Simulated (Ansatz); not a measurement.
`[F][GeH2][SiH2]S` + `BO[SiH2]S` → `BO[SiH2][GeH2][F]` + `S[SiH2]S`  (redistribution)

Gas-phase electronic energies from Ansatz, PBE0-D4/def2-TZVP geometries. CCSD(T)/CBS adds triple-zeta CCSD(T) − MP2 to the extrapolated MP2 energy (def2 sets, frozen cores). Functionals use def2-TZVPP. For Ge outer-core shells are correlated without core-valence functions, which leaves a few kJ/mol of doubt a bond. Scalar relativity is left out up to krypton. One conformer a species, not always the lowest.

```
             level  ΔE (kJ/mol)
            PBE-D4         11.8
           ωB97X-V         11.2
            B2PLYP         11.5
            r2SCAN         12.7
     HF/def2-TZVPP         10.7
    MP2/def2-TZVPP         12.0
    MP2/def2-QZVPP         11.8
SCS-MP2/def2-QZVPP         11.1
```

Question: What does CCSD(T)/CBS give? (Best estimate.)

Answer: Ansatz gave: +11.8 kJ/mol. The listed levels differ from it by 0.0, -0.6, -0.3, 0.9, -1.1, 0.2, 0.0, -0.7 kJ/mol.

Largest T1 diagnostic among the species: 0.013.
